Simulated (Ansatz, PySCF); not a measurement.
Reaction (SMILES): CO (CH4O) [methanol] → [CH2]O + H atom (the C-H bond at the site shown breaks; other sites are not compared here)
Each molecule is optimised on its own at B3LYP-D3(BJ)/def2-TZVP (Ansatz, a quantum-chemistry and plane-wave program), one conformer each, not searched for the lowest.

Quantity: bond dissociation energy (enthalpy at 298 K, with B3LYP-D3(BJ) rigid-rotor harmonic-oscillator terms from PySCF), in eV. Valence correlation only, unless marked. UHF or UKS for open shells. Spin-orbit coupling is left out. Non-relativistic. Basis-set limits of correlation are two-point, X^-3; Hartree-Fock from the larger set.

| level | program | bond dissociation energy (eV) | minus last row |
|---|---|---|---|
| r2SCAN-D4/def2-TZVPD | Ansatz + dftd4 | 3.93 | -0.26 |
| PBE0/def2-QZVPP | Ansatz | 3.97 | -0.22 |
| MP2/def2-SVPD | Ansatz | 4.02 | -0.17 |
| SCS-MP2/6-31G* | Ansatz | 3.88 | -0.31 |
| SCS-MP2/def2-TZVPPD | Ansatz | 4.21 | 0.02 |
| CCSD/STO-3G | Ansatz | 4.68 | 0.49 |
| CCSD/def2-SVPD | Ansatz | 4.04 | -0.15 |
| CCSD(T)/cc-pVDZ | Ansatz | 3.96 | -0.23 |
| CCSD(T)/aug-cc-pVTZ | Ansatz | 4.14 | -0.05 |
| CCSD(T)/CBS(cc-pVTZ,cc-pVQZ) | Ansatz | 4.19 | 0.00 |
